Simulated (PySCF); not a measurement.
**How methods differ on the ionisation energy of Ar²⁺**

Ar²⁺ [Ne] 3s2 3p4 (3P) → Ar³⁺ [Ne] 3s2 3p3 (4S), as a difference of total energies. Computed with PySCF 2.14 in ANO-RCC-VTZP (5s4p2d1f, 34 functions), with scalar relativity by spin-free X2C-1e. Correlated levels: valence and next inner shell: 1s2 frozen. The calculations carry no spin-orbit coupling.

```
                                method  ionisation energy (eV)  plus first-order spin-orbit estimate  difference from reference of that sum (eV)
                                   UHF                  39.387                                39.449                                      -1.286
    MP2 (valence and next inner shell)                  40.195                                40.257                                      -0.478
SCS-MP2 (valence and next inner shell)                  40.277                                40.340                                      -0.395
   CCSD (valence and next inner shell)                  40.313                                40.375                                      -0.360
CCSD(T) (valence and next inner shell)                  40.340                                40.402                                      -0.333
```

Reference: 40.735 ± 0.012 eV (semi-empirical (NIST evaluation); NIST Atomic Spectra Database, ionization energies).

A first-order spin-orbit estimate (lowest level to lowest level, LS coupling) adds 0.062 eV.

Errors of the correlated levels include the incompleteness of this basis and the frozen core.
